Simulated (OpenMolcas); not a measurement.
Cu2+ with its 6 nearest fluoride ions, on the Zn site of KZnF3 (a = 4.054 Å, distance in the model lattice 2.027 Å). The rest of the host is ab initio model potentials to 7.6 Å, with orthogonalisation functions on the cations behind the ligands, and point charges beyond; the distance is set by hand and nothing relaxes. Ligand basis ANO-RCC-VDZP.

```
Program             : OpenMolcas 26.06
Method              : SS-CASPT2, IPEA 0.25 Eh, imaginary shift 0.1 Eh (closed shells correlated: 3s 3p and the ligand valence shells)
Basis               : ANO-RCC-VTZP [6s5p3d2f1g]
Scalar Hamiltonian  : DKH2, point nucleus
Active space        : 9 electrons in 5 orbitals (3d)
State averaging     : 2S+1 = 2 even, 5 roots
Spin-orbit coupling : state interaction with AMFI integrals over the reference wave functions
```

All ligands move together. At R = 2.027 Å |10Dq| is 7383 cm-1, and at R = 2.04 Å it is 7141 cm-1.

Question: A third run gives 7186 cm-1. What distance was it run at?

Answer: With a power law R^-n the two known points give n = -ln(7141 / 7383) / ln(2.04 / 2.027) = 5.21. Then R = 2.027 × (7383 / 7186)^(1/5.21) = 2.038 Å. The run was at 2.035 Å, so the estimate is off by +0.003 Å.

Roots that are degenerate in the reference are averaged as groups; the widest CASPT2 spread within a group is 74 cm-1 (the 3-fold group of multiplicity 2 near 7190 cm-1 above the lowest state of its run, R = 2.035). Shifts and gaps below about the spread of the groups concerned are not significant. Over all roots computed the reference weight is 0.73 in R = 2.027, 0.73 in R = 2.035, 0.73 in R = 2.04; a low but even weight reflects the number of correlated electrons. An orbital doublet at a regular site is open to a Jahn-Teller distortion, which this geometry leaves out. A single d shell leaves out the double-shell effect, which counts most for late 3d ions, where the CASPT2 field can be off either way by tens of per cent. Ligand-to-metal charge-transfer states are missing. With one d shell and no ligand orbital active, 10Dq can be off by tens of per cent for divalent 3d ions, low with halides held by bare charges and at times high in hosts, and the orbital part of g and χT goes as 1/10Dq. Free-ion shares, where given, are those of the reference states; single-state CASPT2 does not remix them. No measured value stands beside these numbers; the geometry was set by hand and not optimised.
